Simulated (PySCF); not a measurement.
## A search over the determinants of BAs⁻

Unrestricted PBE0; PySCF, no relativity, basis sets B def2-TZVPPD, As def2-TZVPPD. Outer shells of the fragments: B 2s2 2p1; As− 3d10 4s2 4p4.

Followed along the bond (rough minima from three points):

```json
{"2Ms+1": "2", "unpaired": "σ ↑", "⟨S²⟩ at the start": "0.80", "R at minimum (Å)": "1.80", "Te (eV)": "0.00"}
{"2Ms+1": "2", "unpaired": "π ↑", "⟨S²⟩ at the start": "0.76", "R at minimum (Å)": "1.93", "Te (eV)": "0.75"}
```

Solutions found at the starting distance of 2.090 Å, counted from the lowest of them; the search is not exhaustive and high or unbound solutions are not listed, so other states can lie among these:

```csv
2Ms+1,unpaired,term,E (eV),⟨S²⟩,⟨Lz²⟩,μ (D)
2,σ ↑,²Σ⁺,0.00,0.80,0.00,2.56
2,π ↑,²Π,0.15,0.76,1.01,4.40
```

A term symbol is given only where ⟨S²⟩ and ⟨Lz²⟩ are close to those of a pure state; real π, δ and φ orbitals otherwise mix terms. A positive dipole points towards As; it is taken about the centre of mass and depends on that origin.

Task: Compare the gap between the two lowest followed solutions at the starting distance with the gap between their minima.

Result: At PBE0 the second solution (doublet, unpaired electrons π ↑) lies +0.15 eV from the first (doublet, unpaired electrons σ ↑) at 2.090 Å and +0.75 eV at the minima; the two curves relax by different amounts, since their minima lie near 1.93 and 1.80 Å.

Spin–orbit coupling is left out.
